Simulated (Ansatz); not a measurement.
Geometry optimisation, UKS CAM-B3LYP-D4/STO-3G (Ansatz).

Input file:

```yaml
crystal:
  periodic: [false, false, false]
  atoms:
    - { symbol: H, position_ang: [-0.685905, 0.265544, 0.953028] }
    - { symbol: Si, position_ang: [0.44779, -0.589177, -1.362479] }
    - { symbol: F, position_ang: [1.702782, 0.418152, -1.686486] }
    - { symbol: F, position_ang: [1.168076, -2.062356, -1.314704] }
    - { symbol: F, position_ang: [-0.371888, -0.622019, -2.782476] }
    - { symbol: "N", position_ang: [-1.066384, 0.638993, 1.849039] }
    - { symbol: H, position_ang: [-0.826292, 1.66388, 1.787716] }
    - { symbol: H, position_ang: [-0.36808, 0.286982, 2.556361] }
magnetization:
  spin_polarized: true
  initial_magnetization: 1
basis:
  gaussian: { orbitals: STO-3G }
hamiltonian:
  xc: cam_b3lyp
  dispersion: d4
relax:
  f_tol: 0.03
  max_steps: 50
```

Run as:

```bash
$ ansatz run input.yaml --threads 1 --pin off --max-ram 2048MiB --backend cpu --events-out ev --progress --plain --runs-dir out
```

Question: Where does it end, and by what steps?

Answer: It converged. Limits of this set-up: minimal basis. After 5 steps the energy has fallen by 0.042 eV; F5 moved furthest, 0.25 Å.

```
step  energy less start (eV)  largest force component (eV/Å)  accepted
   0                  0.0000                           0.685       yes
   1                 -0.0300                           0.121       yes
   2                 -0.0354                           0.281       yes
   3                 -0.0401                           0.203       yes
   4                 -0.0417                           0.069       yes
   5                 -0.0420                           0.007       yes
```

```xyz
8
Properties=species:S:1:pos:R:3
H -0.604 0.204 0.757
Si 0.412 -0.501 -1.185
F 1.671 0.474 -1.577
F 1.095 -1.990 -1.125
F -0.473 -0.546 -2.564
N -1.015 0.564 1.674
H -0.768 1.591 1.636
H -0.318 0.203 2.382
```

Time of the run: 18 s on 1 thread of Arm Neoverse V1 (shared host), peak memory 0.14 GiB.
